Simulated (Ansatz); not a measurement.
H6F2Si2Sn (SMILES [F][Sn]([F])([SiH3])[SiH3]), singlet, geometry from GFN2-xTB (such geometries of metal compounds can be far from the true shape) (all electrons, no relativity); SC-NEVPT2/STO-3G, CASSCF(2,2) run with Ansatz (a quantum-chemistry and plane-wave program).

Ansatz was given this input:
Ansatz 0.2 input:
```yaml
crystal:
  periodic: [false, false, false]
  atoms:
    - {symbol: F, position_ang: [0.03826155, 1.58393628, 1.20429881]}
    - {symbol: Sn, position_ang: [0.01910009, -0.15344501, 0.05918088]}
    - {symbol: F, position_ang: [-0.28252389, 0.48159922, -1.89966948]}
    - {symbol: Si, position_ang: [2.64506466, -0.11795226, -0.24422799]}
    - {symbol: Si, position_ang: [-2.57377240, -0.50691589, 0.43413777]}
    - {symbol: H, position_ang: [2.97822402, -1.15002122, -1.23463452]}
    - {symbol: H, position_ang: [3.24296919, -0.47200227, 1.05092827]}
    - {symbol: H, position_ang: [3.03421865, 1.21801068, -0.68301054]}
    - {symbol: H, position_ang: [-3.25406836, 0.74361945, 0.11453106]}
    - {symbol: H, position_ang: [-2.98956155, -1.60837505, -0.44414680]}
    - {symbol: H, position_ang: [-2.76651690, -0.90064660, 1.83688800]}
basis:
  gaussian:
    orbitals: STO-3G
magnetization: {spin_polarized: false}
correlation: {method: sc_nevpt2, electrons: all, active_space: {window: {electrons: 2, orbitals: 2}}}
```

It wrote (shortened):

```
Functional definition: HF
776 factors; integrals over basis functions are off by at most 3.7e-5 eV
mean field evaluation 1: about -183237.4241 eV, gradient 2.7e1 eV
mean field evaluation 2: about -183237.5151 eV, gradient 2.7e1 eV
mean field evaluation 4: about -183242.7742 eV, gradient 2.2e0 eV
mean field evaluation 8: about -183242.8137 eV, gradient 2.5e-4 eV
mean field -183242.81369891 eV, -6734.0491969949 hartree, gradient 2.0e-6 eV, S^2 0.000000; 0 other end points of the search recorded, 0 dependent functions left out
reference -183242.81369891 eV, -6734.0491969949 hartree; 51, 51 occupied and 10, 10 virtual orbitals, 776 factors
state -183243.60482320 eV, -6734.0782702761 hartree
state -183243.60482320 eV, -6734.0782702761 hartree; corrected -183247.23994318 eV, -6734.2118584714 hartree
state -183243.60451197 eV, -6734.0782588386 hartree
state -183243.60451197 eV, -6734.0782588386 hartree; corrected -183247.24025089 eV, -6734.2118697797 hartree
state -183243.60451197 eV, -6734.0782588386 hartree; corrected -183247.24025089 eV, -6734.2118697797 hartree
state -183243.13335747 eV, -6734.0609442304 hartree
state -183243.13335747 eV, -6734.0609442304 hartree; corrected -183247.05310592 eV, -6734.2049923287 hartree
state -183243.60451197 eV, -6734.0782588386 hartree; corrected -183247.24025089 eV, -6734.2118697797 hartree
WARN: the results are in doubt because another end's mean lies 0.000 eV lower, and its corrected mean 0.000 eV higher
Total energy: -183247.24025089 eV, -6734.2118697797 hartree
In doubt: another end's mean lies 0.000 eV lower, and its corrected mean 0.000 eV higher
```
